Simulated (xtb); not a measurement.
C$_{3}$H$_{8}$Si, triplet, at the geometry of the source list (a higher spin typed on purpose: for a closed-shell molecule this is an excited state); GFN2-xTB (xtb).

The xtb input:
```
$ xtb mol.xyz --gfn 2 --uhf 2 --acc 30 --json

# file mol.xyz
12

C      0.73080000     0.28530000     0.78140000
C      0.81290000    -0.81900000    -0.29210000
Si    -0.98180000    -0.45530000    -0.84250000
C     -0.56640000     0.99130000     0.33690000
H      1.60120000     0.94110000     0.80280000
H      0.61410000    -0.14870000     1.77440000
H      1.56060000    -0.59170000    -1.05070000
H      1.04610000    -1.80480000     0.10510000
H     -1.98680000    -1.39520000    -0.34160000
H     -1.21750000    -0.14490000    -2.25260000
H     -0.36160000     1.93100000    -0.17410000
H     -1.25170000     1.21090000     1.15310000
```

What the program printed (banner, timings and long lists left out):

```
   ID    Z sym.   atoms
    1    6 C      1, 2, 4
    2   14 Si     3
    3    1 H      5-12

           -------------------------------------------------
          |                Calculation Setup                |
           -------------------------------------------------

molecular fragmentation (1/2 indicates fragments):
111112111211
# atoms in fragment 1/2:    10     2
 fragment masses (1/2) :       70.17        2.02
CMA distance (Bohr)    :   0.206
constraining FC (au)   :  0.0500

           -------------------------------------------------
          |                 G F N 2 - x T B                 |
           -------------------------------------------------

          ...................................................
          :                      SETUP                      :
          :.................................................:
          :  # basis functions                  30          :
          :  # atomic orbitals                  29          :
          :  # shells                           17          :
          :  # electrons                        24          :
          :  max. iterations                   250          :
          :  Hamiltonian                  GFN2-xTB          :
          :  restarted?                      false          :
          :  GBSA solvation                  false          :
          :  PC potential                    false          :
          :  electronic temp.          300.0000000     K    :
          :  accuracy                   30.0000000          :
          :  -> integral cutoff          0.2000000E+02      :
          :  -> integral neglect         0.3000000E-06      :
          :  -> SCF convergence          0.3000000E-04 Eh   :
          :  -> wf. convergence          0.3000000E-02 e    :
          :  Broyden damping             0.4000000          :
          :  net charge                          0          :
          :  unpaired electrons                  2          :
          ...................................................

 iter      E             dE          RMSdq      gap      omega  full diag
   1    -12.1248030 -0.121248E+02  0.566E+00    1.18       0.0  T
   2    -12.1691350 -0.443319E-01  0.374E+00    1.22       1.0  T
   3    -12.1705913 -0.145630E-02  0.159E+00    1.26       1.0  T
   4    -12.1706329 -0.416322E-04  0.533E-01    1.25       1.0  T
   5    -12.1581202  0.125127E-01  0.165E+00    1.25       1.0  T
[...]
         :: total energy             -12.004118680030 Eh    ::
[...]
    10   1 H        0.918    -0.095     5.405     3.636
    11   1 H        0.925     0.025     2.655     2.548
    12   1 H        0.925     0.032     2.552     2.498

 Mol. C6AA /au·bohr⁶  :       1475.835614
 Mol. C8AA /au·bohr⁸  :      43958.168510
 Mol. α(0) /au        :         62.080362

Wiberg/Mayer (AO) data.
largest (>0.10) Wiberg bond orders for each atom

 ---------------------------------------------------------------------------
     #   Z sym  total        # sym  WBO       # sym  WBO       # sym  WBO
 ---------------------------------------------------------------------------
     1   6 C    3.976 --     4 C    1.021     2 C    1.021     6 H    0.988
                             5 H    0.975
     2   6 C    3.698 --     1 C    1.021     7 H    0.987     8 H    0.980
                             3 Si   0.517     4 C    0.125
     3  14 Si   2.710 --     9 H    0.860    10 H    0.857     2 C    0.517
                             4 C    0.516
     4   6 C    3.698 --     1 C    1.021    11 H    0.987    12 H    0.980
                             3 Si   0.516     2 C    0.125
     5   1 H    0.988 --     1 C    0.975
     6   1 H    0.998 --     1 C    0.988
     7   1 H    0.995 --     2 C    0.987
     8   1 H    0.993 --     2 C    0.980
     9   1 H    0.965 --     3 Si   0.860
    10   1 H    0.964 --     3 Si   0.857
    11   1 H    0.995 --     4 C    0.987
    12   1 H    0.993 --     4 C    0.980
 ---------------------------------------------------------------------------

Topologies differ in total number of bonds
Writing topology from bond orders to xtbtopo.mol

molecular dipole:
                 x           y           z       tot (Debye)
 q only:       -0.014      -0.003      -0.023
   full:        1.074       0.525       0.844       3.719
molecular quadrupole (traceless):
                xx          xy          yy          xz          yz          zz
 q only:       -0.166      -0.911       0.588      -0.643       0.117      -0.423
  q+dip:       -2.566      -3.295       3.064      -6.140      -2.921      -0.498
   full:       -2.048      -2.701       2.439      -4.847      -2.268      -0.390

           -------------------------------------------------
          | TOTAL ENERGY              -12.004118680030 Eh   |
          | GRADIENT NORM               0.132188687647 Eh/α |
          | HOMO-LUMO GAP               1.229689406366 eV   |
           -------------------------------------------------

normal termination of xtb
```
